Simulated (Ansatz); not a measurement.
Frontier orbitals of `CC#[N+][B-](Cl)(Cl)Cl`.

```xyz
10

C     2.055    0.303    0.285
C     0.646    0.095    0.090
N    -0.471   -0.069   -0.064
B    -2.019   -0.297   -0.279
Cl   -2.708   -0.484    1.398
Cl   -2.137   -1.812   -1.287
Cl   -2.602    1.198   -1.143
H     2.266    1.373    0.306
H     2.362   -0.148    1.230
H     2.607   -0.160   -0.535
```

The species carries charge 0 and has multiplicity 1. The geometry is a stationary point of PBE0-D4/def2-TZVP. Basis def2-TZVPP, the Gaussian-basis code of Ansatz.

```tsv
functional	HOMO (eV)	LUMO (eV)	gap (eV)
PBE	-6.29	-2.43	3.86
PBE0	-7.67	-1.43	6.24
r2SCANh	-7.13	-1.86	5.27
HSE06 (plane-wave form)	-7.26	-1.81	5.45
LC-ωPBE	-10.46	0.91	11.37
ωB97X-V	-10.07	0.85	10.92
ωB97M-V	-9.89	0.77	10.66
```

Against PBE, PBE0 changes HOMO and LUMO by −1.37 and +1.01 eV, ωB97M-V by −3.60 and +3.20 eV. A gap of 3.86 eV thus becomes 10.66 eV for the same molecule, so an orbital gap means little without its functional. A positive LUMO is unbound and depends on the basis.

LC-ωPBE has ω = 0.4 bohr⁻¹.
